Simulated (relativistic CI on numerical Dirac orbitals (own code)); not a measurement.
# One change at a time: Hg⁶²⁺

Base calculation: Dirac-Coulomb-Breit CI, orbitals from a KLI potential per configuration, model QED (radiative potential, 1s self-energy scaled to tabulated hydrogen-like ionisation energies), unscaled Slater integrals.

CI space (outside the closed core [Ne]): 3s2 3p6, 3s2 3p5 3d, 3s 3p6 3d, 3s2 3p5 4s, 3s2 3p5 4p, 3s2 3p5 4d, 3s 3p6 4s, 3s2 3p5 4f, 3p6 3d 4p, 3s 3p6 4p, 3s 3p6 4d, 3s 3p6 4f, 3s2 3p5 5s, 3s2 3p5 5p, 3s2 3p5 5d, 3s2 3p5 5f, 3s2 3p5 5g, 3s 3p6 5s, 3s 3p6 5p, 3s 3p6 5d, 3s2 3p5 6s, 3p6 3d2, 3p5 3d3, 3p5 3d2 4s, 3p5 3d2 4p, 3p5 3d2 4d, 3p6 3d 4s, 3p5 3d 4s2, 3p5 3d 4s 4p, 3p5 3d 4s 4d, 3p6 4s2, 3p5 4s2 4p, 3p5 4s2 4d. Double excitations out of closed p, d and f shells are left out; levels of such configurations are missing from the list, as are those of other unlisted configurations, and high levels can miss mixing partners. These lack a partner that the ground configuration has and come out too high: 3s2 3p5 4f, 3s2 3p5 5s, 3s2 3p5 5p, 3s2 3p5 5d, 3s2 3p5 5f.

The lowest level and the first level of each name with at least 55 % of one term (blank where a level has no safe partner in the second run):

| Level | Base (eV) | Shift (eV) |
| --- | --- | --- |
| 3s2 3p6 1S_0 | 0.00 | 0.00 |
| 3s2 3p5 3d 3P°_0 | 262.68 | -0.27 |
| 3s2 3p5 3d 3P°_1 | 275.84 | -0.27 |
| 3s2 3p5 3d 3F°_3 | 279.50 | -0.19 |
| 3s2 3p5 3d 3F°_4 | 384.08 | -0.14 |
| 3s2 3p5 3d 3D°_3 | 402.94 | -0.28 |
| 3s2 3p5 3d 3F°_2 | 778.69 | -0.17 |
| 3s 3p6 3d 3D_1 | 1028.13 | -0.10 |
| 3s 3p6 3d 3D_2 | 1035.93 | -0.10 |
| 3s 3p6 3d 3D_3 | 1140.67 | -0.11 |
| 3s 3p6 3d 1D_2 | 1156.44 | -0.06 |
| 3p6 3d2 3F_2 | 2075.23 | -0.45 |
| 3p6 3d2 3P_0 | 2102.98 | -0.43 |
| 3p6 3d2 3F_3 | 2183.35 | -0.35 |
| 3p6 3d2 1G_4 | 2199.23 | -0.38 |
| 3p6 3d2 3P_1 | 2201.63 | -0.34 |
| 3p6 3d2 3F_4 | 2300.93 | -0.37 |
| 3p6 3d2 1S_0 | 2339.50 | -0.57 |
| 3p5 3d3 3I°_7 | 2567.11 | -0.56 |
| 3p5 3d3 3P°_1 | 2568.97 | -0.55 |

At this charge energies of transitions that change n are usually good to better than 1 %, and those within a shell (Δn = 0) to a few per cent.

(1) One thing was changed in a second run, which moved the levels as shown. Which?
A. Breit term removed
B. configuration mixing switched off
C. QED terms removed
D. non-relativistic limit

Results:

(1) B. Configuration mixing switched off. Without mixing, levels that were pushed by configurations of the same parity and J return to their single-configuration places.

LS names give the leading component of a level, which can be under half, so a name can repeat, a term be missing and a line seem to break the LS rules.
